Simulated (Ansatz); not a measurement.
Cost and result up the ladder for Al4B2 (the lowest singlet isomer of a short search) (6 atoms). Total charge 0; singlet. Geometry: B3LYP-D4/def2-SVP.

Cartesian coordinates in Å:
```
B 0.2232 -0.3345 0.0213
B -0.8029 0.7796 -0.3086
Al 1.7991 0.2493 1.2696
Al 0.0778 2.2957 0.7715
Al -1.9644 -0.5850 -1.4606
Al 0.6672 -2.4052 -0.2931
```

Ansatz on 4 threads of INTEL XEON PLATINUM 8581C on a shared host. Times are rough, and most runs start from the orbitals of an earlier one. PBE0-D4/def2-TZVPD serves as the yardstick here, not as an exact answer. Differences are given only for rows in sets of like size (and for xTB, whose basis is part of the method), since another set adds its own error. Binding counts from free atoms at the same level (B doublet, Al doublet; other spins of the atoms weren't run), without zero-point energy or a counterpoise term.

Correlated methods freeze 22 core orbitals. The structure comes from a short search, and lower isomers may exist.

Run but left out: HF/def2-TZVP (restricted singlet, unstable towards broken spin symmetry); HF/STO-3G (restricted singlet, unstable in another Hartree–Fock run and untested here).

Correlated methods converge slowly with the basis.

```csv
level,functions,wall time,binding energy per atom (eV),difference from PBE0-D4/def2-TZVPD (eV),remarks
PBE-D4/def2-SVP,100,0.6 s,2.90,–,–
PBE0-D4/def2-SVP,100,0.85 s,2.76,–,–
PBE-D4/def2-TZVP (with forces),210,1.5 s,2.87,0.14,–
PBE-D4/def2-TZVPD,246,2 s,2.87,0.14,–
r2SCAN-D4/def2-TZVP,210,2.3 s,2.76,0.03,–
PBE0-D4/def2-TZVP,210,2.4 s,2.72,0.00,–
RPA@PBE/def2-TZVP,210,2.5 s,2.30,-0.43,–
MP2/def2-TZVP,210,2.8 s,2.73,0.00,restricted SCF unstable
PBE0-D4/def2-TZVPD,246,2.9 s,2.72,0.00,–
B2PLYP/def2-TZVP,210,3.3 s,2.56,-0.16,–
r2SCAN-D4/def2-TZVPD,246,3.5 s,2.76,0.03,–
CCSD(T)/def2-TZVPP,230,24 s,2.53,-0.19,"large T1 (0.037), restricted SCF unstable"
```
